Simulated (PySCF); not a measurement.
## Electric field gradients and quadrupole coupling constants

Species: CH3FO2Si.
Geometry (PBE0-D3(BJ)/def2-SVP, Å), atoms numbered from 1 in this order:
```xyz
8
CH3FO2Si angstrom
O      1.2639    1.3091    0.2383
C      0.7850    0.2235    0.0247
O      1.5086   -0.8703   -0.2118
Si    -1.1199    0.0408    0.0239
F     -1.5874   -1.4819   -0.2826
H      2.4460   -0.6070   -0.1785
H     -1.6446    0.9338   -1.0396
H     -1.5944    0.4279    1.3760
```

Field gradients from the PBE0/pcSseg-1 density (PySCF, non-relativistic), principal values in atomic units, ordered |Vxx| ≤ |Vyy| ≤ |Vzz|:

```
atom      Vxx      Vyy      Vzz
  O1   0.5443   0.9504  -1.4946
  O3  -0.4211  -1.1213   1.5424
```

Find the asymmetry η = (Vxx − Vyy)/Vzz and the couplings χ = eQV/h (234.96 MHz × Q in barn × V in au), with Q(17O) = −0.0256 b.

| atom | environment | nucleus | η | χzz (MHz) | χxx (MHz) | χyy (MHz) |
| --- | --- | --- | --- | --- | --- | --- |
| O1 | acid carbonyl oxygen | 17O | 0.27 | 8.99 | -3.27 | -5.72 |
| O3 | acid hydroxyl oxygen | 17O | 0.45 | -9.28 | 2.53 | 6.74 |

What is Vzz at O1 in SI units (1 au = 9.71736 × 10²¹ V/m²)?

-1.4946 au = -14.524 × 10²¹ V/m².

And the gradient at the other heavy atoms, for which no coupling is worked out here?

```tsv
atom	environment	Vzz (au)	η
C2	carbonyl carbon	-0.448	0.99
Si4	fluorine-bound silicon	0.716	0.45
F5	silicon-bound fluorine	1.359	0.05
```

Were the hydrogens deuterons (Q(2H) = 0.00286 b), χzz would run from 94 kHz (H7 and H8) to 283 kHz (H6).

One conformer (not necessarily the lowest) at the PBE0-D3(BJ)/def2-SVP geometry, without solvent, vibrations or thermal averaging. A larger basis could move these couplings by a tenth or more.
